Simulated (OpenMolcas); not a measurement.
## Pd2+: the spin-orbit constant, worked from levels

- Program: OpenMolcas
- Basis: ANO-R3 [8s6p5d3f2g1h]
- Scalar Hamiltonian: X2C, finite nucleus
- Active space: 8 electrons in 5 orbitals (4d)
- State averaging: 2S+1 = 3 even, 10 roots; 2S+1 = 1 even, 15 roots
- Spin-orbit coupling: state interaction with AMFI integrals over the reference wave functions, term energies averaged over their components

Methods: CASSCF; SS-CASPT2, IPEA 0.25 Eh, imaginary shift 0.1 Eh (closed shells correlated: 4s 4p). Measured levels: Moore, Atomic Energy Levels, vol. III, NSRDS-NBS 35 (1971 reprint of NBS Circular 467, 1958).

**The spin-orbit constant.** For the Hund term 3F of d8, E(J) = (A/2) J(J+1) + constant and ζ = -2S·A = -2A. From J = 2 to J = 4 the energy changes by 7 A.

```
   Source  E(4) - E(2)       A     ζ
   CASSCF      -4844.2  -692.0  1384
SS-CASPT2      -4561.0  -651.6  1303
 measured      -4687.3  -669.6  1339
```

All in cm-1. SS-CASPT2 is off by -2.7 % and CASSCF by +3.3 %. Both methods take the spin-orbit matrix elements from the reference wave functions, so the second can move ζ only through the term energies and any multistate remixing. Second-order mixing with other terms is absorbed into this ζ.

Term energies are means over components that CASPT2 splits; among the terms shown or strongly mixed into the levels shown the widest spread is 500 cm-1 (4d8 3F, SS-CASPT2). Levels of configurations with an s electron are missing; early in the row they begin among the upper levels of the d shell and mix with terms of their name. Without dynamic correlation excited terms often stand tens of per cent too high (terms of higher spin than the ground term too low), and those without a measured partner can miss by more than the paired ones (holds for CASSCF). Measured partners are found by configuration, term and J. A level has none where our copy of the source lacks it or the pairing is in doubt (some pairs that miss far off the trend of their configuration count as doubtful), and it then counts in no deviation. Levels of configurations outside the active space are missing.
